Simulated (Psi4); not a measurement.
thiophene (C4H4S), singlet, at a GFN2-xTB geometry; MP2.5/STO-3G run with Psi4.

The Psi4 input:
```
memory 2 GB

molecule mol {
0 1
S     0.008638   -0.007341    1.192886
C     0.002988    1.225833   -0.005095
C    -0.003171   -1.225678   -0.020136
C    -0.007387    0.715073   -1.261196
C    -0.010941   -0.699498   -1.269875
H     0.007731    2.253480    0.299008
H    -0.003601   -2.256990    0.271334
H    -0.012358    1.318248   -2.151350
H    -0.018915   -1.291672   -2.167363
}

set {
  basis sto-3g
  reference rhf
}

energy('mp2.5')
print_variables()
```

Problem. What does Psi4 print? Leave out banner, timings and long lists.

Solution. 
```
    Information: MP2.5 default algorithm changed to DF in August 2020. Use `set mp_type conv` for previous behavior.
    For method 'MP2.5', SCF Algorithm Type (re)set to DISK_DF.

   => Loading Basis Set <=

    Name: STO-3G
    Role: ORBITAL
    Keyword: BASIS

         ---------------------------------------------------------
                                   SCF
               by Justin Turney, Rob Parrish, Andy Simmonett
                          and Daniel G. A. Smith
                              RHF Reference
         ---------------------------------------------------------

  ==> Geometry <==

    Molecular point group: c1
    Full point group: C1

    Geometry (in Angstrom), charge = 0, multiplicity = 1:

       Center              X                  Y                   Z               Mass
    ------------   -----------------  -----------------  -----------------  -----------------
         S            0.008320306132    -0.007070767009     1.149010261278    31.972071174400
         C            0.002670306132     1.226103232991    -0.048970738722    12.000000000000
         C           -0.003488693868    -1.225407767009    -0.064011738722    12.000000000000
         C           -0.007704693868     0.715343232991    -1.305071738722    12.000000000000
         C           -0.011258693868    -0.699227767009    -1.313750738722    12.000000000000
         H            0.007413306132     2.253750232991     0.255132261278     1.007825032230
         H           -0.003918693868    -2.256719767009     0.227458261278     1.007825032230
         H           -0.012675693868     1.318518232991    -2.195225738722     1.007825032230
         H           -0.019232693868    -1.291401767009    -2.211238738722     1.007825032230

  Running in c1 symmetry.

  Rotational constants: A =      0.27299  B =      0.18059  C =      0.10869 [cm^-1]
  Rotational constants: A =   8183.94711  B =   5414.01064  C =   3258.42877 [MHz]
  Nuclear repulsion =  203.525783796517032

  Charge       = 0
  Multiplicity = 1
  Electrons    = 44
  Nalpha       = 22
  Nbeta        = 22

  ==> Algorithm <==

  SCF Algorithm Type is DISK_DF.
  DIIS enabled.
  MOM disabled.
  Fractional occupation disabled.
  Guess Type is SAD.
  Energy threshold   = 1.00e-08
  Density threshold  = 1.00e-08
  Integral threshold = 1.00e-12

  ==> Primary Basis <==

  Basis Set: STO-3G
    Blend: STO-3G
    Number of shells: 21
    Number of basis functions: 33
    Number of Cartesian functions: 33
    Spherical Harmonics?: true
    Max angular momentum: 1

   => Loading Basis Set <=

    Name: (STO-3G AUX)
    Role: JKFIT
    Keyword: DF_BASIS_SCF

  ==> Integral Setup <==

  ==> DiskDFJK: Density-Fitted J/K Matrices <==

    J tasked:                  Yes
    K tasked:                  Yes
    wK tasked:                  No
    Integrals threads:           1
    Algorithm:                Core
    Integral Cache:           SAVE
    Schwarz Cutoff:          1E-12
    Fitting Condition:       1E-10

   => Auxiliary Basis Set <=

  Basis Set: (STO-3G AUX)
    Blend: DEF2-UNIVERSAL-JKFIT
    Number of shells: 162
    Number of basis functions: 500
    Number of Cartesian functions: 591
    Spherical Harmonics?: true
    Max angular momentum: 4

  Minimum eigenvalue in the overlap matrix is 1.7781123913E-01.
  Reciprocal condition number of the overlap matrix is 7.1339616271E-02.
    Using symmetric orthogonalization.

  ==> Pre-Iterations <==

  SCF Guess: Superposition of Atomic Densities via on-the-fly atomic UHF (no occupation information).

   -------------------------
    Irrep   Nso     Nmo
   -------------------------
     A         33      33
   -------------------------
    Total      33      33
   -------------------------

  ==> Iterations <==

                           Total Energy        Delta E     RMS |[F,P]|

   @DF-RHF iter SAD:  -542.06609396371050   -5.42066e+02   0.00000e+00
   @DF-RHF iter   1:  -545.06990817482233   -3.00381e+00   4.77846e-03 DIIS/ADIIS
   @DF-RHF iter   2:  -545.08716765850068   -1.72595e-02   1.91538e-03 DIIS/ADIIS
   @DF-RHF iter   3:  -545.08987652860446   -2.70887e-03   5.22381e-04 DIIS/ADIIS
   @DF-RHF iter   4:  -545.09034505951365   -4.68531e-04   1.99968e-04 DIIS/ADIIS
   @DF-RHF iter   5:  -545.09042779502863   -8.27355e-05   7.48199e-05 DIIS
   @DF-RHF iter   6:  -545.09044763838358   -1.98434e-05   1.25810e-05 DIIS
   @DF-RHF iter   7:  -545.09044805633380   -4.17950e-07   2.51823e-06 DIIS
   @DF-RHF iter   8:  -545.09044806407417   -7.74037e-09   5.71875e-07 DIIS
   @DF-RHF iter   9:  -545.09044806448719   -4.13024e-10   4.01282e-08 DIIS
   @DF-RHF iter  10:  -545.09044806448901   -1.81899e-12   5.26836e-09 DIIS
  Energy and wave function converged.

  ==> Post-Iterations <==

    Orbital Energies [Eh]
    ---------------------

    Doubly Occupied:

[...]
      22A     -0.257125

    Virtual:

[...]
    Final Occupation by Irrep:
              A
    DOCC [    22 ]
    NA   [    22 ]
    NB   [    22 ]

  @DF-RHF Final Energy:  -545.09044806448901

   => Energetics <=

    Nuclear Repulsion Energy =            203.5257837965170324
    One-Electron Energy =               -1156.4844664247361834
    Two-Electron Energy =                 407.8682345637300273
    Total Energy =                       -545.0904480644890100

Computation Completed

Properties will be evaluated at   0.000000,   0.000000,   0.000000 [a0]

Properties computed using the SCF density matrix

 Multipole Moments:

 ------------------------------------------------------------------------------------
     Multipole            Electronic (a.u.)      Nuclear  (a.u.)        Total (a.u.)
 ------------------------------------------------------------------------------------

 L = 1.  Multiply by 2.5417464519 to convert [e a0] to [Debye]
 Dipole X            :          0.0270734           -0.0264175            0.0006559
 Dipole Y            :         -0.0230077            0.0224504           -0.0005572
[...]
  DIE_IF_NOT_CONVERGED          => (empty)
[...]
  INTEGRAL_PACKAGE              => (empty)
  LEVEL_SHIFT                   => (empty)
  LINEQ_SOLVER                  => (empty)
  LITERAL_CFOUR                 => (empty)
  LS_THC_BASIS_TOLERANCE        => (empty)
  LS_THC_DF                     => (empty)
  LS_THC_PRUNING_SCHEME         => (empty)
  LS_THC_RADIAL_POINTS          => (empty)
  LS_THC_SPHERICAL_POINTS       => (empty)
  LS_THC_S_EPSILON              => (empty)
  LS_THC_WEIGHTS_TOLERANCE      => (empty)
  MAT_NUM_COLUMN_PRINT          => (empty)
  MAX_MOGRAD_CONVERGENCE        => (empty)
  MAX_RADIAL_MOMENT             => (empty)
  MBIS_D_CONVERGENCE            => (empty)
  MBIS_MAXITER                  => (empty)
  MBIS_PRUNING_SCHEME           => (empty)
  MBIS_RADIAL_POINTS            => (empty)
  MBIS_SPHERICAL_POINTS         => (empty)
  MOLDEN_WITH_VIRTUAL           => (empty)
  MOLDEN_WRITE                  => (empty)
  MO_DIIS_NUM_VECS              => (empty)
  MO_MAXITER                    => (empty)
  MO_STEP_MAX                   => (empty)
  MP2_AMP_TYPE                  => (empty)
  MP2_OS_SCALE                  => (empty)
  MP2_SOS_SCALE                 => (empty)
  MP2_SOS_SCALE2                => (empty)
  MP2_SS_SCALE                  => (empty)
  MP2_TYPE                      => (empty)
  MP_TYPE                       => (empty)
  NAT_ORBS                      => FALSE           !
  NUM_FROZEN_DOCC               => (empty)
  NUM_FROZEN_UOCC               => (empty)
  NUM_GPUS                      => (empty)
  OCC_ORBS_PRINT                => (empty)
  OEPROP                        => (empty)
  OO_SCALE                      => (empty)
  OPT_METHOD                    => (empty)
  ORBITAL_OPTIMIZER_PACKAGE     => (empty)
  ORB_OPT                       => FALSE           !
  ORB_RESP_SOLVER               => (empty)
  ORTH_TYPE                     => (empty)
  PARENT_SYMMETRY               => (empty)
  PCG_BETA_TYPE                 => (empty)
  PCG_CONVERGENCE               => (empty)
  PCG_MAXITER                   => (empty)
  PCM                           => (empty)
  PE                            => (empty)
  PPL_TYPE                      => (empty)
  PRINT                         => (empty)
  PRINT_NOONS                   => (empty)
  PROPERTIES                    => (empty)
  PROPERTIES_ORIGIN             => (empty)
  PUREAM                        => (empty)
  QCHF                          => (empty)
  QC_MODULE                     => (empty)
  RAS1                          => (empty)
  RAS2                          => (empty)
  RAS3                          => (empty)
  RAS4                          => (empty)
  READ_SCF_3INDEX               => (empty)
  REGULARIZATION                => (empty)
  REG_PARAM                     => (empty)
  RELATIVISTIC                  => (empty)
  REMP_A                        => (empty)
  RESTRICTED_DOCC               => (empty)
  RESTRICTED_UOCC               => (empty)
  RMS_MOGRAD_CONVERGENCE        => (empty)
  R_CONVERGENCE                 => (empty)
  SCF_TYPE                      => DISK_DF         !
  SCREENING                     => (empty)
  SCS_TYPE                      => (empty)
  SOCC                          => (empty)
  SOS_TYPE                      => (empty)
  TRIPLES_IABC_TYPE             => (empty)
  WFN                           => (empty)
  WFN_TYPE                      => DF-OMP2.5       !
  WRITER_FILE_LABEL             => (empty)
  ZORA_BASIS_TOLERANCE          => (empty)
  ZORA_NR_DEBUG                 => (empty)
  ZORA_PRUNING_SCHEME           => (empty)
  ZORA_RADIAL_POINTS            => (empty)
  ZORA_SPHERICAL_POINTS         => (empty)

	For this residual convergence, default PCG convergence is:     1.00e-07
	For this energy convergence, default residual convergence is:     3.16e-07

 ==============================================================================
 ==============================================================================
 ==============================================================================

                    DF-MP2.5
              Program Written by Ugur Bozkaya
              Latest Revision September 9, 2017

 ==============================================================================
 ==============================================================================
 ==============================================================================

	MO spaces...

	 FC   OCC   VIR   FV
	----------------------
	  0   22    11    0

	Number of basis functions in the DF-CC basis: 310

	Total memory requirement for DF+CC int:      3.79 MB

	Computing DF-MP2 energy ...
	=======================================================================
	Nuclear Repulsion Energy (a.u.)    :   203.52578379651703
	DF-HF Energy (a.u.)                :  -545.09044806448901
	REF Energy (a.u.)                  :  -545.09044806448901
	DF-MP2 Correlation Energy (a.u.)   :    -0.27000071521257
	DF-MP2 Total Energy (a.u.)         :  -545.36044877970153
	=======================================================================

	=======================================================================
	================ MP2.5 FINAL RESULTS ==================================
	=======================================================================
	Nuclear Repulsion Energy (a.u.)    :   203.52578379651703
	SCF Energy (a.u.)                  :  -545.09044806448901
	REF Energy (a.u.)                  :  -545.09044806448901
	DF-MP3 Correlation Energy (a.u.)   :    -0.30573503463302
	DF-MP3 Total Energy (a.u.)         :  -545.39618309912203
	DF-MP2.5 Correlation Energy (a.u.) :    -0.28786787492275
	DF-MP2.5 Total Energy (a.u.)       :  -545.37831593941178
	=======================================================================

  Variable Map:
  ----------------------------------------------------------------------------
[...]
  Array Variable Map:
  ----------------------------------------------------------------------------
[...]
[...]
```
